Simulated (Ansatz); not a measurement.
Computed with Ansatz on PBE0-D4/def2-TZVP structures; ΔE is electronic, products minus reactants. CCSD(T)/CBS adds triple-zeta CCSD(T) − MP2 to the extrapolated MP2 energy (def2 sets, frozen cores). Functionals use def2-TZVPP. HSE06 is defined as in plane-wave codes. For Br outer-core shells are correlated without core-valence functions, which leaves a few kJ/mol of doubt a bond. Scalar relativity is left out up to krypton. One conformer a species, not always the lowest.

`CN(C)[Si]Br` → `[SiH]Br` + `C=NC`  (β-hydride elimination)

`CN(C)[Si]Br`:

Z-matrix (Å, degrees):
```
C
N 1 1.445
H 1 1.096 2 110.4
H 1 1.088 2 110.6 3 120.5
H 1 1.096 2 110.4 3 -119.0
C 2 1.452 1 112.4 3 59.4
Si 2 1.710 1 132.3 3 -120.6
H 6 1.094 2 110.3 1 180.0
H 6 1.096 2 110.9 1 60.1
H 6 1.096 2 110.9 1 -60.1
Br 7 2.286 2 102.2 1 -0.0
```

`[SiH]Br`:

Z-matrix (Å, degrees):
```
Si
Br 1 2.245
H 1 1.527 2 94.0
```

`C=NC`:

Z-matrix (Å, degrees):
```
C
N 1 1.439
H 1 1.093 2 109.0
H 1 1.093 2 109.1 3 116.1
H 1 1.100 2 113.7 3 -121.9
C 2 1.257 1 117.9 3 121.5
H 6 1.090 2 119.4 1 -179.9
H 6 1.100 2 123.2 1 0.1
```

```json
{"level": "r2SCAN0-D4", "ΔE (kJ/mol)": "269.2"}
{"level": "HSE06-D4", "ΔE (kJ/mol)": "265.2"}
{"level": "PBE0", "ΔE (kJ/mol)": "253.9"}
{"level": "HF/CBS(def2)", "ΔE (kJ/mol)": "207.1"}
```

Problem. What does CCSD(T)/CBS give? (An estimate is asked.)

Solution. Computed: +253.4 kJ/mol. The listed levels differ from it by 15.8, 11.8, 0.5, -46.3 kJ/mol.

Largest T1 diagnostic among the species: 0.012.

In def2-TZVPP, CCSD(T) changes the Hartree–Fock value by +39.4 kJ/mol (the triples alone add +4.8 kJ/mol) and MP2 by +61.6 kJ/mol. Leaving LDA and LC-ωPBE aside and taking each functional with its dispersion term where it has one, the values, not all of them listed here, spread over 33.5 kJ/mol, from BLYP-D4 to r2SCAN0-D4. LDA lies +59.0 kJ/mol from PBE without D4.
